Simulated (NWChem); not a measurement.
Correlation energy of 1,1,1-trifluoroethane (C₂H₃F₃)

SMILES: CC(F)(F)F
```xyz
8

C     -1.4629    -0.1194     0.0000
C      0.0309     0.0025     0.0000
F      0.4707     0.6625     1.0773
F      0.4707     0.6625    -1.0773
F      0.6225    -1.1972     0.0000
H     -1.7858    -0.6647     0.8958
H     -1.7858    -0.6647    -0.8958
H     -1.9121     0.8817     0.0000
```
Charge 0, spin multiplicity 1.

All runs are NWChem calculations. All single points use one geometry, from PBE0/def2-SVP, a minimum by its harmonic frequencies.

Basis set: cc-pVDZ. Each correlation energy counts from its own Hartree-Fock reference.

The correlated methods keep 5 core orbitals frozen. No row is a measurement; the coupled-cluster row has its own basis-set and correlation limits.

**Question.** For the correlation energy, RI-MP2 gives -830.8 mHa and MP2 gives -830.7 mHa. What do SCS-MP2, CCSD, CCSD+T(CCSD) give?

**Answer.** SCS-MP2: -805.9 mHa; CCSD: -857.8 mHa; CCSD+T(CCSD): -877.5 mHa.
